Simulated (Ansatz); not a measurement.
A nudged elastic band was laid between two geometries of Cl + ClF3H2OW (9 atoms, charge 0, multiplicity 2).

Computed with Ansatz 0.2.0, UKS PBE/def2-SVP.

* movable images: 9
* climbing image: yes
* spring: 5.0 eV/Å²
* optimiser: quadratic models (default)
* start path: straight line
* force threshold: 0.05 eV/Å
* iteration limit: 52
* end points: relaxed

First end point:

```xyz
9
Properties=species:S:1:pos:R:3
W 0.020 -0.068 0.243
Cl 0.524 0.932 2.338
F 1.662 -0.230 -0.637
H 0.341 1.602 0.055
O -1.794 -0.054 0.641
H -2.664 -0.146 0.208
F 0.564 -1.615 1.167
F -0.604 -0.017 -1.536
Cl -0.417 -0.659 4.236
```

Last end point:

```xyz
9
Properties=species:S:1:pos:R:3
W -0.031 -0.348 -0.018
Cl 0.967 0.260 2.257
F 1.518 0.316 -0.859
H -0.133 1.308 0.331
O -1.577 -0.413 0.924
H -1.783 0.050 1.864
F 0.889 -1.890 0.531
F -0.861 -0.487 -1.674
Cl -1.355 0.948 3.359
```

(1) What changes between the two ends?

(2) Give the energies along the band, and the barrier.

(3) What is the geometry of the highest image?

The band took 14 iterations and about 30 core-minutes.

## Answers

(1) No bond is made or broken.

(2) The forces met the threshold. The highest image is number 2 of 0 to 10, 0.004 eV above the first end and 0.448 eV above the last; the last end lies 0.444 eV below the first. The top lies less than 8 meV above the higher end, about what the thresholds resolve: that end is a shoulder or a very shallow well. Another band between the same ends (9 images) ends at a top of the same energy, where a vibrational analysis finds 1 clearly imaginary mode.

```csv
image,path coordinate (Å),energy (eV)
0,0.00,0.000
1,0.28,0.002
2,0.57,0.004
3,1.00,-0.012
4,1.43,-0.075
5,1.86,-0.210
6,2.30,-0.349
7,2.73,-0.395
8,3.16,-0.418
9,3.60,-0.435
10,4.03,-0.444
```

(3) 
```xyz
9
Properties=species:S:1:pos:R:3
W 0.036 -0.101 0.188
Cl 0.690 0.911 2.253
F 1.696 -0.194 -0.664
H 0.260 1.585 0.005
O -1.734 -0.083 0.688
H -2.704 -0.140 0.629
F 0.600 -1.641 1.115
F -0.596 -0.095 -1.581
Cl -0.615 -0.499 4.082
```

The run took 8 min on 4 threads of Arm Neoverse V2, on a shared host, peak memory 0.32 GiB.
